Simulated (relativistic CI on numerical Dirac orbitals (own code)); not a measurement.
**Line list: Electric-dipole lines, Sb XV**

These numbers are calculated, not measured: Dirac-Coulomb-Breit CI, KLI orbitals optimised for each configuration, QED by a radiative potential, unscaled Slater integrals (own radial code, finite nucleus).

CI space (outside the closed core [Ar] 3d10): 4s2.4p6.4d, 4s2.4p5.4d2, 4s2.4p6.4f, 4s.4p6.4d2, 4s2.4p6.5s, 4s2.4p5.4d.4f, 4s2.4p6.5p, 4s.4p6.4d.4f, 4s2.4p6.5d, 4s2.4p5.4d.5s, 4s2.4p6.5f, 4s2.4p6.6s, 4p6.4d3, 4p5.4d4, 4p5.4d3.4f. Double excitations out of closed p, d and f shells are left out; levels of such configurations are missing from the list, as are those of other unlisted configurations, and high levels can miss mixing partners. These lack a partner that the ground configuration has and come out too high: 4s2.4p5.4d.5s.

```tsv
λ vac (Å)	Lower	Upper	A (s⁻¹)	E lower (cm⁻¹)	E upper (cm⁻¹)
74.140	4s2.4p6.4d 2D_5/2 [2]	4s2.4p5.4d.5s 2F°_7/2 [140]	1.33e+11	15105	1363903
117.58	4s2.4p6.4d 2D_3/2 [1]	4s2.4p5.4d2 2D°_3/2 [48]	9.25e+11	0	850468
118.66	4s2.4p6.4d 2D_3/2 [1]	4s2.4p5.4d2 2P°_3/2 [47]	1.54e+11	0	842738
119.21	4s2.4p6.4d 2D_5/2 [2]	4s2.4p5.4d2 2D°_5/2 [50]	1.06e+12	15105	853984
119.35	4s2.4p6.4d 2D_5/2 [2]	4s2.4p5.4d2 2F°_7/2 [49]	9.16e+11	15105	852982
119.71	4s2.4p6.4d 2D_5/2 [2]	4s2.4p5.4d2 2D°_3/2 [48]	1.71e+11	15105	850468
120.83	4s2.4p6.4d 2D_5/2 [2]	4s2.4p5.4d2 2P°_3/2 [47]	6.42e+11	15105	842738
121.45	4s2.4p6.4d 2D_3/2 [1]	4s2.4p5.4d2 2F°_5/2 [46]	8.90e+11	0	823373
121.75	4s2.4p6.4d 2D_3/2 [1]	4s2.4p5.4d2 2P°_1/2 [45]	7.35e+11	0	821365
126.93	4s2.4p5.4d2 2F°_5/2 [19]	4s2.4p5.4d.4f 2G_7/2 [164]	1.33e+11	615677	1403512
128.32	4s2.4p5.4d2 4D°_1/2 [3]	4s2.4p5.4d.4f 4F_3/2 [113]	1.44e+11	552826	1332123
128.66	4s2.4p5.4d2 4D°_3/2 [4]	4s2.4p5.4d.4f 4F_5/2 [114]	1.03e+11	556219	1333486
129.78	4s2.4p5.4d2 4D°_1/2 [3]	4s2.4p5.4d.4f 4D_3/2 [106]	9.91e+10	552826	1323336
130.00	4s2.4p5.4d2 2H°_11/2 [20]	4s2.4p5.4d.4f 2I_13/2 [156]	4.18e+11	618741	1387977
130.05	4s2.4p5.4d2 4D°_3/2 [4]	4s2.4p5.4d.4f 4G_5/2 [108]	6.91e+10	556219	1325154
130.07	4s2.4p5.4d2 2H°_9/2 [25]	4s2.4p5.4d.4f 2H_11/2 [168]	4.67e+11	643457	1412249
130.70	4s2.4p5.4d2 4D°_5/2 [5]	4s2.4p5.4d.4f 4F_7/2 [111]	1.44e+11	563479	1328571
130.91	4s2.4p5.4d2 2G°_7/2 [39]	4s2.4p5.4d.4f 2H_9/2 [199]	4.38e+11	714835	1478713
132.30	4s2.4p5.4d2 2F°_5/2 [7]	4s2.4p5.4d.4f 2F_7/2 [115]	1.63e+11	579798	1335639
132.45	4s2.4p5.4d2 4D°_7/2 [6]	4s2.4p5.4d.4f 4F_7/2 [111]	7.35e+10	573568	1328571
132.52	4s2.4p5.4d2 4D°_7/2 [28]	4s2.4p5.4d.4f 2G_9/2 [171]	1.68e+11	662340	1416924
132.88	4s2.4p5.4d2 4D°_7/2 [6]	4s2.4p5.4d.4f 4H_9/2 [110]	5.86e+10	573568	1326127
133.02	4s2.4p5.4d2 4D°_7/2 [6]	4s2.4p5.4d.4f 4F_9/2 [109]	1.30e+11	573568	1325311
133.52	4s2.4p5.4d2 4P°_3/2 [13]	4s2.4p5.4d.4f 2F_5/2 [123]	1.37e+11	596491	1345462
134.05	4s2.4p5.4d2 2D°_5/2 [16]	4s2.4p5.4d.4f 2F_7/2 [132]	1.27e+11	610040	1356023
134.42	4s2.4p5.4d2 4G°_9/2 [8]	4s2.4p5.4d.4f 4H_9/2 [110]	7.29e+10	582182	1326127
134.46	4s2.4p5.4d2 4G°_7/2 [9]	4s2.4p5.4d.4f 4H_9/2 [110]	2.16e+11	582422	1326127
134.71	4s2.4p5.4d2 2F°_7/2 [17]	4s2.4p5.4d.4f 2G_9/2 [130]	1.32e+11	611882	1354238
134.77	4s2.4p5.4d2 2G°_7/2 [32]	4s2.4p5.4d.4f 4H_9/2 [173]	3.30e+11	678584	1420584
134.84	4s2.4p5.4d2 4G°_9/2 [8]	4s2.4p5.4d.4f 4H_11/2 [107]	3.13e+11	582182	1323796
134.89	4s2.4p5.4d2 2G°_7/2 [15]	4s2.4p5.4d.4f 2H_9/2 [126]	1.22e+11	607004	1348337
135.41	4s2.4p5.4d2 4G°_11/2 [10]	4s2.4p5.4d.4f 4H_11/2 [107]	4.98e+10	585321	1323796
135.48	4s2.4p5.4d2 2G°_7/2 [15]	4s2.4p5.4d.4f 2H_9/2 [122]	1.16e+11	607004	1345105
135.61	4s2.4p6.4f 2F°_7/2 [35]	4s2.4p5.4d.4f 2G_9/2 [182]	2.20e+11	697486	1434901
135.70	4s2.4p5.4d2 4G°_11/2 [10]	4s2.4p5.4d.4f 4H_13/2 [105]	3.44e+11	585321	1322257
135.71	4s2.4p5.4d2 2G°_9/2 [34]	4s2.4p5.4d.4f 2H_11/2 [179]	3.16e+11	695297	1432158
136.00	4s2.4p5.4d2 4F°_9/2 [18]	4s2.4p5.4d.4f 4G_11/2 [127]	3.66e+11	613890	1349207
138.00	4s2.4p5.4d2 4D°_5/2 [24]	4s2.4p5.4d.4f 4F_7/2 [135]	1.36e+11	634724	1359372
138.13	4s2.4p5.4d2 2F°_5/2 [36]	4s2.4p5.4d.4f 2F_7/2 [176]	2.25e+11	702721	1426674
139.66	4s2.4p5.4d2 2D°_5/2 [42]	4s2.4p5.4d.4f 2G_7/2 [189]	2.22e+11	731016	1447025
140.57	4s2.4p5.4d2 4D°_3/2 [4]	4s2.4p5.4d.4f 4D_5/2 [80]	7.46e+10	556219	1267588
141.94	4s2.4p5.4d2 4D°_7/2 [6]	4s2.4p5.4d.4f 4F_9/2 [86]	4.97e+10	573568	1278107
141.99	4s2.4p5.4d2 4D°_5/2 [5]	4s2.4p5.4d.4f 4D_7/2 [81]	6.35e+10	563479	1267757
207.99	4s2.4p5.4d2 4G°_11/2 [10]	4s.4p6.4d2 4F_9/2 [56]	3.12e+10	585321	1066112
210.82	4s2.4p5.4d2 4G°_9/2 [8]	4s.4p6.4d2 4F_7/2 [55]	2.81e+10	582182	1056512
```

Terms are leading LS components. Brackets give the number of a level in order of energy, since labels repeat. The list gives strong lines, with weight on those to low levels, without lines whose two gauges differ by over a factor of 2.5, among the lowest 200 of 1627 levels, so that lines to higher ones, which can be the strongest, are missing. Levels whose partners in the same complex of configurations lie outside the list can be far off, and so can their lines. Rates are taken at the computed energies, electric ones in the length gauge.

At this charge energies of transitions that change n are usually good to better than 1 %, and those within a shell (Δn = 0) to a few per cent. Levels and lines within the n = 5 or 6 shells can be off by up to 10 % or somewhat more, and those that change n by about 2 %, since core polarisation is missing.

LS names give the leading component of a level, which can be under half, so a name can repeat, a term be missing and a line seem to break the LS rules.
